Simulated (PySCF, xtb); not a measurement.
Se(H)(NH2) (H₃NSe), SMILES N[SeH].

GFN2-xTB in xtb at its own geometry gives an orbital gap of 4.10 eV and a dipole moment of 2.55 D.

Coordinates come from a PBE0-D3(BJ)/def2-TZVP optimisation.

Question: What does PBE0/def2-TZVPD in PySCF give? (An estimate is asked for; the answer gives what the named calculation found.)

Answer: gap 6.10 eV (levels -6.79 and -0.70 eV), dipole 1.87 D.
